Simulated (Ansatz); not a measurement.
**A barrier at the coupled-cluster level**

Start structure (H$_{2}$BrO$_{2}$, doublet), relaxed at PBE0-D4/def2-TZVP:

H1  (0.634, -1.164, -0.118)
Br2  (1.195, -2.273, -0.837)
O3  (-0.156, 0.388, 0.804)
O4  (-0.639, 1.139, -0.148)
H5  (-1.033, 1.910, 0.300)
(Å)

The step: HO₂ ([O][OH]) + HBr → H₂O₂ ([OH][OH]) + Br; bonds formed: H1–O3; bonds broken: H1–Br2. Program: Ansatz 0.2.0. Basis: def2-TZVPP and def2-QZVPP. Cores are frozen in the correlated methods; orbitals are unrestricted. Filled d shells of the heavier atoms are correlated. The def2 sets are not built for correlating such inner shells, so the correlated values are less sure here. Extrapolation: Hartree–Fock as exp(−7.88 √X), correlation as X^−2.97. Energies below are by CCSD(T) at an estimated basis limit (MP2 extrapolated from triple and quadruple zeta, plus CCSD(T) − MP2 in triple zeta).

(1) What are the electronic barrier and the energy of the step, from the start structure to the end structure? (An estimate is asked for; the value comes from the calculation.)

No T1 diagnostic of these runs exceeds 0.029. ⟨S²⟩ of the unrestricted Hartree–Fock references: 0.76 to 0.80 (a pure state has 0.75).

## Answers

(1) By the calculation: Barrier 61.0 kJ/mol; step energy 0.8 kJ/mol (uphill); reverse barrier, their difference, 60.2 kJ/mol. Barrier and step energy count from the start structure, the reverse barrier from the end structure.

The saddle point: One imaginary mode of 1251i cm⁻¹.
| pair | start (Å) | saddle (Å) | end (Å) |
| --- | --- | --- | --- |
| H1–O3 | 1.97 | 1.17 | 0.97 |
| H1–Br2 | 1.44 | 1.67 | 2.83 |

Zero-point energy (harmonic, PBE0-D4): ZPE is 60.0 kJ/mol at the start and 55.8 kJ/mol at the saddle, so the barrier goes from 61.0 to 56.8 kJ/mol.

Labels in which every atom is bracketed show which atoms are joined, not bond orders.

For scale, one of the runs: CCSD(T)/def2-TZVPP, 138 basis functions, launched by `ansatz run in.yaml --threads 4 --pin off --events-out ev --progress --plain --max-ram 9574MiB`. Time: 54 s of wall clock on 4 CPU threads of a Oxide Virtual Turin-like; the host was shared. Peak host memory: 2.1 GiB.
